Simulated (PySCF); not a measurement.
Working out the ionisation energy of Cu²⁺

Cu²⁺ [Ar] 3d9 (2D) → Cu³⁺ [Ar] 3d8 (3F). All numbers are calculated (PySCF 2.14, no relativity, point nucleus, in dyall-av2z). Frozen: [Ar]; the 33 highest virtual orbitals dropped. Energies in hartree (1 hartree = 27.21139 eV):

| part | Cu²⁺ (lower) | Cu³⁺ (upper) |
| --- | --- | --- |
| UHF | -1638.060856 | -1636.800385 |
| CCSD correlation | -0.275235 | -0.201454 |
| (T) | -0.005273 | -0.002113 |

Question: What does Hartree-Fock give?

Answer: (-1636.800385) − (-1638.060856) = 1.260471 hartree = 34.299 eV.

Question: What do CCSD and CCSD(T) give?

Answer: The CCSD correlation energies differ by 0.073781 hartree = 2.008 eV and the triples by 0.003160 hartree = 0.086 eV, so CCSD gives 36.307 eV and CCSD(T) 36.393 eV.

A first-order spin-orbit estimate adds -0.066 eV to CCSD(T) (valence), giving 36.327 eV against 36.841 ± 0.012 eV (measured; NIST Atomic Spectra Database, ionization energies).

The calculation is non-relativistic.

A double-zeta basis recovers only part of the correlation energy.

What remains against the reference includes basis incompleteness, the frozen core and higher excitations.
